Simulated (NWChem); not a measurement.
Molecule: C2H3F3Si; SMILES F[SiH2]C=C(F)F

```xyz
9

F     -0.5623     2.6531     0.0000
Si     0.4413     1.3860     0.0000
C     -0.6351    -0.1284     0.0000
C     -0.1486    -1.3625     0.0000
F     -0.8495    -2.4839     0.0000
F      1.1506    -1.6508     0.0000
H      1.2963     1.4562     1.2121
H      1.2963     1.4562    -1.2121
H     -1.7175    -0.0365     0.0000
```
Atoms are numbered in this order, from 1.

Program: NWChem. Medium grid unless said otherwise, to which SCAN and Minnesota functionals are sensitive. All runs use the structure optimised with B3LYP/6-31G* (spherical d). B3LYP is NWChem's, with the RPA form of VWN correlation.

**Question.** Order these by “orbital gap (eV)”, lowest first: B3LYP/def2-TZVP; BLYP/def2-TZVP; Hartree-Fock/def2-TZVP.

**Answer.** BLYP/def2-TZVP (5.29), B3LYP/def2-TZVP (7.08), Hartree-Fock/def2-TZVP (14.14)
